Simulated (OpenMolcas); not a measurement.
**Au5+: moving or changing the point charges**

Au5+ among 6 point charges of -1.7 e arranged as an octahedron (Oh), 2.2 Å from the ion.

- Program: OpenMolcas 26.06
- Method: CASSCF
- Basis: ANO-RCC-VTZP [8s7p5d3f1g]
- Scalar Hamiltonian: DKH2, point nucleus
- Active space: 6 electrons in 5 orbitals (5d)
- State averaging: 2S+1 = 5 even, 5 roots; 2S+1 = 3 even, 45 roots; 2S+1 = 1 even, 50 roots
- Spin-orbit coupling: state interaction with AMFI integrals over the reference wave functions

Runs around this geometry, states (labels of O, the rotations of Oh). Energies in cm-1 above the lowest state or level, χT in cm3 K/mol; under a threefold ground state the first gap can be a small split of the lowest multiplet, not the spin-orbit step; 10Dq and B are least-squares fits to the states below 45000 cm-1, weighted by degeneracy, with a free offset, and given where the rms deviation is under 5 % of |10Dq| (or 100 cm-1) and under 700 cm-1.

| R (Å) | q (e) | Ground state | First state of that spin | 10Dq | B (rms of fit) | First gap with spin-orbit (degeneracies) | χT at 300 K | First state of another spin |
| --- | --- | --- | --- | --- | --- | --- | --- | --- |
| 2.2 | -0.85 | 5T2 | 5E 1748 | 1712 | 1001 (22) | 87.7 (3, 2) | 5.116 | 3T1 20144 |
| 2 | -1.7 | 5T2 | 5E 5549 | 5452 | 1005 (61) | 34.1 (3, 2) | 4.717 | 3T1 17459 |
| 2.2 | -1.7 | 5T2 | 5E 3473 | 3402 | 1002 (47) | 103.1 (3, 2) | 4.974 | 3T1 19060 |
| 2.33 | -1.7 | 5T2 | 5E 2616 | 2568 | 1001 (34) | 103.4 (3, 2) | 5.051 | 3T1 19642 |

Taking |10Dq| as R^-n, n = -ln(2568 / 5452) / ln(2.33 / 2) = 4.9 between the shortest and longest distance. The point-charge formula for a cubic d site gives n = 5.

Scaling the charges by -0.85 / -1.7 = 0.50 scales |10Dq| by 1712 / 3402 = 0.50; with fixed orbitals a first-order splitting would follow the charge.

Without dynamic correlation the repulsion within the d shell is too large (B by tens of per cent), so at a given field states of lower spin stand too high. Point charges give a weaker field than real ligands, and real ions of this kind are as a rule low spin; the high spin found here belongs to the model. Spin-orbit coupling mixes the spin-free states strongly: the lowest level takes only 67 % from its leading state, 5T2 (figures for R = 2.2, q = -0.85; the like holds for R = 2.33, q = -1.7). This field is weak: 10Dq is about 1712 cm-1, while octahedral complexes of 5d ions of charge 3 and more, computed by the same method with explicit ligands, had a median near 35000 cm-1. Ground spin and moment need not be those of a real site (figures for R = 2.2, q = -0.85; the like holds for R = 2, q = -1.7, R = 2.2, q = -1.7, R = 2.33, q = -1.7). The ground term spreads over less than 5000 cm-1, several times less than with real ligands, so orbital moments are less quenched and χT lies further from the spin-only value than at real sites (holds for R = 2.2, q = -0.85; R = 2.2, q = -1.7; R = 2.33, q = -1.7). An orbital triplet at a regular site is open to Jahn-Teller coupling, which can distort the site and quench the lowest spin-orbit gaps and is left out (holds for R = 2, q = -1.7; R = 2.2, q = -1.7). This is an electrostatic model: the charges have no orbitals. No measured value stands beside these numbers.
